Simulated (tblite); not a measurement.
Problem. What does the GFN2-xTB structure of `Cc1c[s+]ccc1` look like in three dimensions? (Charge +1.)

Solution. 
```
atom  x, y, z in Å
C1     2.0638   -0.2961   -0.2436
C2     0.6304    0.0582   -0.0568
C3    -0.3469   -0.9421   -0.1584
C4    -1.7053   -0.7152    0.0125
C5    -2.2313    0.5226    0.3017
S6    -1.3021    1.9191    0.4833
C7     0.2720    1.3618    0.2278
H8     2.4073   -0.8896    0.6039
H9     2.1924   -0.9053   -1.1359
H10    2.6924    0.5855   -0.3209
H11   -0.0186   -1.9469   -0.3842
H12   -2.3877   -1.5483   -0.0853
H13   -3.2943    0.6644    0.4290
H14    1.0272    2.1313    0.3047
```

Any rigid rotation of these coordinates is as good. Atoms count from 1 in this order. C3 (aromatic CH carbon) is planar (angles 123.8°, 118.4° and 117.8°, sum 360.0°, 0.00 Å off the plane of its three neighbours). The 7 heavy atoms lie in one plane (0.004 Å rms). C5 (aromatic CH next to a ring sulfur) is planar (angles 123.8°, 121.3° and 114.9°, sum 360.0°, 0.00 Å off the plane of its three neighbours). C2 (substituted aromatic carbon) is planar (angles 120.5°, 120.0° and 119.5°, sum 360.0°, 0.00 Å off the plane of its three neighbours).

Bonds between heavy atoms (Å): C1–C2 1.488, C2–C3 1.402, C3–C4 1.388, C4–C5 1.376, C5–S6 1.687, S6–C7 1.689, C2–C7 1.382.

The geometry is computed with GFN2-xTB (gas phase).

Point group: near Cs, missed by 0.36 Å at most; the miss may be what the optimiser left on a soft mode. Its GFN2-xTB frequencies are all real (lowest 49 cm⁻¹).

On an AMD EPYC 9R45 with one thread, no GPU, shared host, this took under 0.1 s of wall time. That covers the optimisation of the geometry.
